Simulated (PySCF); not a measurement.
Gas-phase reaction: Ge2O2 + 2 I2 + 2 H2 ⇌ 2 GeI2 + 2 H2O

Method: PySCF energies (xtb for GFN2) plus ideal-gas RRHO corrections (1 bar). † marks an energy on the PBE0/def2-TZVP geometry and frequencies; other levels use their own. MP2 freezes the core. All species are closed-shell singlets. I: scalar-relativistic def2 core potential, no spin-orbit coupling. Ge: all electrons, no relativistic terms. Ge2O2: computed as isolated molecules; such fragments, hydroxides, amides, oligomers or adducts are transient or little studied in the gas. MP2 isn't extrapolated to the basis-set limit; its ΔH°(298 K) is -241.4 kJ in def2-SVP and -236.9 kJ in def2-TZVPP. The harmonic model lacks anharmonicity and excited electronic states, which grow with temperature; levels with a mode under 35 cm⁻¹ are left out. Soft modes under 120 cm⁻¹ make the harmonic entropy rough for GeI2.

```json
[
 {"level": "GFN2-xTB", "ΔE electronic, kJ": "-332", "ΔH°(298 K), kJ": "-285", "ΔS°(298 K), J/K": "-43", "ΔG°(1000 K), kJ": "-229"},
 {"level": "HF/def2-TZVP†", "ΔE electronic, kJ": "-290", "ΔH°(298 K), kJ": "-246", "ΔS°(298 K), J/K": "-31", "ΔG°(1000 K), kJ": "-204"},
 {"level": "MP2/def2-TZVPP†", "ΔE electronic, kJ": "-280", "ΔH°(298 K), kJ": "-237", "ΔS°(298 K), J/K": "-31", "ΔG°(1000 K), kJ": "-195"},
 {"level": "PBE0/def2-QZVP†", "ΔE electronic, kJ": "-313", "ΔH°(298 K), kJ": "-270", "ΔS°(298 K), J/K": "-31", "ΔG°(1000 K), kJ": "-228"},
 {"level": "PBE0/def2-TZVP", "ΔE electronic, kJ": "-300", "ΔH°(298 K), kJ": "-257", "ΔS°(298 K), J/K": "-31", "ΔG°(1000 K), kJ": "-215"}
]
```
ΔH° is lowest at GFN2-xTB and highest at MP2/def2-TZVPP†. No reference value is set beside these.
